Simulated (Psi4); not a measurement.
A dimer, HCl ··· HCl (SMILES Cl and Cl); the first 2 atoms form monomer A.

```
4

Cl     0.6410     0.0000     0.0000
H     -0.6410     0.0000     0.0000
Cl     2.2638    -2.7727    -2.0441
H      2.5682    -2.6471    -0.8051
```

### Question
What interaction energy does SAPT0/jun-cc-pVDZ, frozen core (Psi4 1.11) give, and which attractive term is the largest?

### Answer
Total 0.08 kcal/mol: electrostatics -0.56, exchange 1.14, induction -0.09, dispersion -0.41. The most attractive term is electrostatics.
